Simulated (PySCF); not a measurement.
C₂H₄NO, SMILES [CH2]C(N)=O, multiplicity 2. Atoms are numbered in the order given.

```xyz
8

C      1.1183    -0.7753     0.3923
C      0.0337     0.1250    -0.0025
N     -1.1739    -0.4798    -0.2939
O      0.1869     1.3510    -0.0753
H      2.0887    -0.3176     0.6269
H      1.0040    -1.8687     0.4616
H     -1.9551     0.1210    -0.5550
H     -1.3282    -1.4826    -0.2132
```
Charge 0, spin multiplicity 2.

Geometry optimised at PBE-D3(BJ)/def2-SVP. The isomer is the one that the SMILES or the coordinates give; other isomers of the formula were not compared. One conformer was computed; it need not be the lowest.

Level of theory: PBE-D3(BJ)/def2-SVP (PySCF).

Harmonic, unscaled wavenumbers; measured fundamentals usually lie a few per cent lower.

```
mode  ν (cm⁻¹)  IR (km/mol)  moving atoms (share of kinetic energy)
----  --------  -----------  --------------------------------------
1           75        182.9                          H 82 %, N 17 %
2          231          3.6                                  H 94 %
3          405          5.0          H 42 %, C 27 %, N 17 %, O 14 %
4          501         16.5                          H 84 %, C 15 %
5          533         12.5          O 38 %, H 28 %, C 22 %, N 12 %
6          590          3.5                          H 75 %, C 20 %
7          723         27.4                          C 70 %, H 20 %
8          892          1.8                          H 49 %, C 39 %
9          915          9.4                  H 44 %, N 29 %, C 24 %
10        1060          1.5           H 51 %, O 21 %, N 20 %, C 9 %
11        1303         50.3                          H 47 %, C 46 %
12        1404         50.6                          H 59 %, C 39 %
13        1522         84.7                          H 73 %, N 16 %
14        1665        174.7                          C 62 %, O 29 %
15        3080          6.1                                  H 95 %
16        3217          2.4                          H 89 %, C 11 %
17        3509         35.1                                  H 96 %
18        3651         38.5                          H 90 %, N 10 %
```
